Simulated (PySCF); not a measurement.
BHBr2, SMILES BrBBr. Coordinates come from a PBE-D3(BJ)/def2-TZVP optimisation.

These are PBE-D3(BJ)/def2-TZVP (PySCF 2.14.0) values and carry that method's errors.

Harmonic wavenumbers (cm⁻¹): 173, 586, 703, 769, 1001, 2642. Rotational constants (GHz): 38.84, 1.148, 1.115; symmetry number 2.

**Question.** Work out the zero-point energy and the ideal-gas rigid-rotor harmonic-oscillator thermochemistry at 298.15 K and 1 atm.

**Answer.** ZPE = ½ Σ hcν = ½ × 5875 cm⁻¹ = 35.14 kJ/mol. H − E(el) = 47.70 kJ/mol. Entropy in J/(mol K): translation 172.92, rotation 104.16, vibration 14.66, total 291.74. G − E(el) = -39.28 kJ/mol. Cp = 53.51 J/(mol K).
